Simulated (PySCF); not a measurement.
NMR data simulated for an unnamed compound:

¹H NMR (500 MHz, computed): δ 6.72 (m, 1H), 5.70 (m, 1H), 5.69 (m, 1H), 5.66 (m, 1H), 5.65 (m, 1H), 2.99 (m, 2H).

¹³C{¹H} NMR (computed): δ 145.0 (C), 144.9 (CH), 134.8 (C), 132.0 (CH2), 123.5 (CH2), 40.1 (CH2).

PySCF 2.14.0 with density-fitted response routines calculation with geometry: GFN2-xTB and σ from GIAO-PBE0/pcSseg-1; equivalent nuclei averaged, isolated molecule, one computed conformer, non-relativistic Hamiltonian.

Referencing at the same level of theory: ¹H (σref 31.72) and ¹³C (σref 186.93) vs TMS.

Problem. Which of these does the molecule contain: a CF3 group, an N-methyl group, a vinyl group CH=CH2, an ester, a CH3CH2 unit, a non-aromatic C=C double bond?

Solution. 
- A CF3 group: yes (δC 134.8).
- An N-methyl group: no.
- A vinyl group CH=CH2: yes (δC 123.5, 144.9; δH 5.66 (m), 5.69 (m), 6.72 (m)).
- An ester: no.
- A CH3CH2 unit: no.
- A non-aromatic C=C double bond: yes.

The data belong to `InChI=1S/C6H7F3/c1-3-5(2)4-6(7,8)9/h3H,1-2,4H2`; they needn't prove each group on their own.

Carbon signals by region: 5 in the sp2 and nitrile region (100–160 ppm), 1 below 50 ppm.

Splittings by ¹⁹F in the carbon and heteronuclear signals aren't shown, as no couplings were computed. Shifts are as computed. Against solution values, carbons near 30 ppm lie about +3 ppm off and those near 130 ppm about +5 ppm. Of 1211 compounds with measured shifts, 218 miss one by over three times the rms of a fit or turn the order of signals round; such compounds aren't used in these exercises. Multiplicities follow the n + 1 count of equivalent neighbours, as no J values were calculated; m marks all less simple cases, F and P coupling included.
